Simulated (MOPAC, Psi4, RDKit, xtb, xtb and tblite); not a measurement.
Two geometries of C2H9NOSi2, SMILES CC(=O)[SiH2][SiH2]N, relaxed at GFN2-xTB with one dihedral held; other torsions can differ between them too.

Structure A

```
15

C     -2.4326    -0.3777    -0.4581
C     -1.1788    -0.7975     0.2609
O     -0.7873    -1.9450     0.2583
Si    -0.1356     0.5468     1.1470
Si     1.7290     0.9704    -0.1487
N      1.6380     2.6457    -0.5599
H     -3.1395     0.0082     0.2738
H     -2.1929     0.4293    -1.1477
H     -2.8798    -1.2107    -0.9967
H     -1.0461     1.6818     1.3778
H      0.1649    -0.0082     2.4706
H      1.7544     0.3084    -1.4568
H      2.9772     0.5905     0.5434
H      1.4688     3.3247     0.1645
H      2.3046     3.0194    -1.2165
```

Structure B

```
15

C      2.2779    -1.1214     0.1620
C      1.3638    -0.0807    -0.4200
O      1.2785     0.1035    -1.6178
Si     0.2607     0.9691     0.7577
Si    -1.8885     0.9443    -0.0823
N     -1.8119    -0.0147    -1.5058
H      1.6763    -1.8386     0.7171
H      2.9553    -0.6421     0.8657
H      2.8448    -1.6340    -0.6127
H      0.9103     2.2865     0.7545
H      0.4767     0.4234     2.1056
H     -2.8718     0.2697     0.7751
H     -2.3945     2.3177    -0.2836
H     -0.9814     0.0253    -2.0772
H     -2.6256    -0.1396    -2.0851
```

### Question
Which is lower in energy at the level Psi4 with B3LYP-D3(BJ)/def2-TZVP // GFN2-xTB, and by how much?

### Answer
B is lower, by 2.68 kcal/mol (dihedral C2–Si4–Si5–N6: 120° in A, 0° in B).

E(B) − E(A) in kcal/mol at the other levels, on the same two geometries: GFN2-xTB (xtb and tblite) -1.13; MMFF94 // GFN2-xTB (RDKit) 2.86; B3LYP/def2-TZVP // GFN2-xTB (Psi4) -2.14; PBE/def2-TZVP // GFN2-xTB (Psi4) -2.10; PBE-D3(BJ)/def2-TZVP // GFN2-xTB (Psi4) -2.41; UFF // GFN2-xTB (RDKit) 3.21; PM7, restricted, heats of formation // GFN2-xTB (MOPAC) -1.49; AM1, restricted, heats of formation // GFN2-xTB (MOPAC) -1.36; GFN1-xTB // GFN2-xTB (xtb) -2.67.
